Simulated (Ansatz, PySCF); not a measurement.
Process, species as SMILES: CB([O])O → CO[B]O
Structures are relaxed separately at B3LYP-D3(BJ)/def2-TZVP in Ansatz (a quantum-chemistry and plane-wave program), one conformer each, not searched for the lowest.

Wanted: isomerisation energy (enthalpy at 298 K, with B3LYP-D3(BJ) rigid-rotor harmonic-oscillator terms from PySCF), in eV. Cores are frozen in the correlated levels unless marked. UHF or UKS for open shells. Spin-orbit coupling is left out. No relativistic terms. CBS(X,Y): correlation extrapolated as X^-3; Hartree-Fock from the larger set. [CCSD(T)-MP2]/basis is that difference in the basis named.

```
level                                                     program  isomerisation energy (eV)  minus last row
-------------------------------------------------  --------------  -------------------------  --------------
BLYP/def2-TZVPD                                            Ansatz                       0.74            0.08
revPBE-D4/def2-TZVPD                               Ansatz + dftd4                       0.74            0.08
B3LYP-D3(BJ)/def2-TZVPD                            Ansatz + dftd3                       0.75            0.09
PBE0-D3(BJ)/def2-TZVP                              Ansatz + dftd3                       0.73            0.07
r2SCANh/def2-TZVPD                                         Ansatz                       0.75            0.09
r2SCAN0/def2-TZVPD                                         Ansatz                       0.78            0.12
LC-wPBE/def2-TZVPD                                         Ansatz                       0.65           -0.01
MP2/cc-pVQZ                                                Ansatz                       0.38           -0.28
RI-MP2/CBS(cc-pVTZ,cc-pVQZ)+[CCSD(T)-MP2]/cc-pVDZ          Ansatz                       0.63           -0.03
CCSD(T)/CBS(cc-pVTZ,cc-pVQZ)                               Ansatz                       0.66            0.00
```
